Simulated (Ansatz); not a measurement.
System: ScBr, net charge 0, singlet state. SMILES: [Sc][Br]
Geometry: optimised at B3LYP-D3(BJ)/def2-TZVP (Ansatz, a program for electronic structure).

Computed values are from Ansatz. Valence correlation only, unless marked. UHF or UKS for open shells. Spin-orbit coupling is left out. Frozen are the shells of the preceding noble gas and the d and f shells that filled before the atom's block. Non-relativistic. CBS(X,Y): correlation extrapolated as X^-3; Hartree-Fock from the larger set.

```json
{
 "vertical ionisation energy (to the doublet)": "6.30 eV at CCSD(T)/CBS(def2-TZVPPD,def2-QZVPPD)",
 "total_energy": "-3332.5594 Eh at CCSD(T)/CBS(def2-TZVPPD,def2-QZVPPD)",
 "dipole_moment": "2.55 D at CCSD(T)/def2-SVPD",
 "T1 diagnostic": "0.019 at CCSD/def2-QZVPPD"
}
```

The Hartree-Fock reference is unstable (checked in the largest basis), which strains HF and MP2.
